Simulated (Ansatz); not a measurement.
Ansatz (an electronic-structure program) input (CCSD(T)/aug-cc-pV(D+d)Z):
A basis named .json is the Basis Set Exchange file of that set.

Ansatz 0.2 input:
```yaml
crystal:
  periodic: [false, false, false]
  atoms:
    - {symbol: C, position_ang: [-0.95273326, -0.39101067, 0.05280863]}
    - {symbol: C, position_ang: [0.45723761, -0.10827798, 0.51663460]}
    - {symbol: Cl, position_ang: [1.25883918, -1.79896242, 0.05950799]}
    - {symbol: Cl, position_ang: [1.14772050, 1.09116141, -0.77441006]}
    - {symbol: Cl, position_ang: [-2.08758265, 0.98740733, 0.53967869]}
    - {symbol: H, position_ang: [-1.11745911, -0.49839477, -1.02245373]}
    - {symbol: H, position_ang: [-1.33217657, -1.25918047, 0.58459201]}
basis:
  gaussian:
    orbitals: aug-cc-pV_D+d_Z.json
total_charge: -1
magnetization: {spin_polarized: false}
correlation: {method: ccsd_t, electrons: outside_noble_gas}
output: {forces: true}
```

Output:

```
Functional definition: HF
integrals: 0.51 GiB planned
1546 factors; integrals over basis functions are off by at most 9.1e-4 eV
mean field: 1.10 GiB planned
mean field evaluation 1: about -39601.7249 eV, gradient 2.2e1 eV
mean field evaluation 2: about -39601.7546 eV, gradient 2.2e1 eV
mean field evaluation 4: about -39603.5007 eV, gradient 3.7e0 eV
mean field evaluation 8: about -39603.5925 eV, gradient 1.9e-1 eV
mean field evaluation 16: about -39601.7238 eV, gradient 2.2e1 eV
mean field -39603.59315189 eV, -1455.4052040524 hartree, gradient 2.5e-6 eV, S^2 0.000000; 0 other end points of the search recorded, 0 dependent functions left out
17 core orbitals not correlated
reference -39603.59315189 eV, -1455.4052040524 hartree; 16, 16 occupied and 127, 127 virtual orbitals, 1546 factors
densities: 2.68 GiB planned
second order -20.52778443 eV of doubles, -0.00000000 eV of singles
coupled cluster: 1.44 GiB planned
cycle   1  -21.27854278 eV  change   -7.5e-1 eV  update   1.2e-1
cycle   2  -21.80715092 eV  change   -5.3e-1 eV  update   3.4e-2
cycle   3  -21.93555189 eV  change   -1.3e-1 eV  update   1.9e-2
cycle   4  -21.93173117 eV  change    3.8e-3 eV  update   5.5e-3
cycle   5  -21.92880067 eV  change    2.9e-3 eV  update   3.3e-3
cycle   6  -21.92864694 eV  change    1.5e-4 eV  update   1.3e-3
cycle   7  -21.92877321 eV  change   -1.3e-4 eV  update   6.4e-4
cycle   8  -21.92883584 eV  change   -6.3e-5 eV  update   2.2e-4
cycle   9  -21.92886423 eV  change   -2.8e-5 eV  update   8.4e-5
cycle  10  -21.92885135 eV  change    1.3e-5 eV  update   3.4e-5
cycle  11  -21.92883953 eV  change    1.2e-5 eV  update   1.4e-5
cycle  12  -21.92884740 eV  change   -7.9e-6 eV  update   6.6e-6
cycle  13  -21.92885108 eV  change   -3.7e-6 eV  update   3.1e-6
perturbative correction -0.88493353 eV, -0.0325207074 hartree
the calculation of the forces begins
Total energy: -39626.40693650 eV, -1456.2435951731 hartree
Atom 0 at    -0.952733    -0.391011     0.052809 Å, force    -0.453506     0.336194    -0.012039 eV/Å
Atom 1 at     0.457238    -0.108278     0.516635 Å, force     0.589353     0.142401     0.366559 eV/Å
Atom 2 at     1.258839    -1.798962     0.059508 Å, force     0.009195    -0.002389    -0.048062 eV/Å
Atom 3 at     1.147720     1.091161    -0.774410 Å, force     0.005617     0.009023    -0.075945 eV/Å
Atom 4 at    -2.087583     0.987407     0.539679 Å, force     0.060212    -0.028593     0.004916 eV/Å
Atom 5 at    -1.117459    -0.498395    -1.022454 Å, force    -0.024976    -0.051640    -0.506195 eV/Å
Atom 6 at    -1.332177    -1.259180     0.584592 Å, force    -0.185896    -0.404995     0.270767 eV/Å
Dipole moment:    -0.484469    -0.124724    -0.192443 e Å
```

It need not be the lowest isomer of its formula. Whether it binds its extra electron was not tested at this geometry.
